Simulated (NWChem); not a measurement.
Molecule: C3H2F3, doublet; SMILES C=C(F)[C](F)F

```xyz
8

C     -1.2564    -1.4293     0.0000
C     -0.0774    -0.7227     0.0000
F      1.0890    -1.3723     0.0000
C      0.0366     0.6594     0.0000
F     -1.0057     1.4501     0.0000
F      1.1743     1.2974     0.0000
H     -2.2127    -0.9088     0.0000
H     -1.2277    -2.5185     0.0000
```
Atoms are numbered in this order, from 1.

Results from NWChem. Spin-unrestricted. In the optimisation the excess spin sits in a" (Cs, its own frame). All runs use the structure optimised with PBE0/def2-SVP, spin-unrestricted. No stability test was run on the SCF state. Level: B3LYP/def2-SVP with SMD (1 M gas to 1 M solution), gas-phase geometry. Reactions with the solvent are ignored.

| solvent | dielectric constant | solvation free energy (kcal/mol) | cavity-dispersion-structure term (kcal/mol) | dipole in solution (D) |
|---|---|---|---|---|
| water | 78.4 | (withheld) | (withheld) | 1.36 |
| chlorobenzene | 5.70 | -0.6 | 1.3 | 1.30 |
| acetonitrile | 35.7 | -0.3 | 1.9 | 1.36 |
| 2-propanol | 19.3 | -0.1 | 2.0 | 1.35 |
| n-hexane | 1.88 | -0.3 | 0.7 | 1.20 |

Problem. What belongs in the gaps?

Solution. 
- water, solvation free energy (kcal/mol): 3.0
- water, cavity-dispersion-structure term (kcal/mol): 5.2
